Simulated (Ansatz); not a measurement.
Job for Ansatz (a first-principles code): R-PBE/def2-TZVPPD on CH8OSi (a complex), monomers drawn apart or pushed together. Files ending in .json are basis or fitting sets from the Basis Set Exchange.

Ansatz 0.2 input:
```yaml
crystal:
  periodic: [false, false, false]
  atoms:
    - {symbol: C, position_ang: [0.19161950, -0.02034643, 0.48587201]}
    - {symbol: H, position_ang: [-0.76427606, -0.21949003, 0.96821516]}
    - {symbol: H, position_ang: [0.06408628, -0.05296463, -0.59477685]}
    - {symbol: H, position_ang: [0.54676391, 0.97079240, 0.76888363]}
    - {symbol: H, position_ang: [0.91561980, -0.78158282, 0.77782672]}
    - {symbol: O, position_ang: [0.93345597, 0.26802024, 4.82345464]}
    - {symbol: Si, position_ang: [-0.63121153, 0.13249057, 5.33460125]}
    - {symbol: H, position_ang: [1.09772584, 0.23862127, 3.87745363]}
    - {symbol: H, position_ang: [-1.48053598, 1.22444538, 4.79664479]}
    - {symbol: H, position_ang: [-0.58562473, 0.21261791, 6.80786948]}
    - {symbol: H, position_ang: [-1.23450798, -1.15841574, 4.91864872]}
basis:
  gaussian:
    orbitals: def2-TZVPPD.json
hamiltonian:
  xc: {name: PBE}
scf: {lower_state_search: off}
```

### Question
Give the final energy of this run.

### Answer
-407.4227 hartree.

### Question
How many basis functions does it have, and what does it roughly cost on one machine?

### Answer
261 functions; around 5 core-seconds (rough).
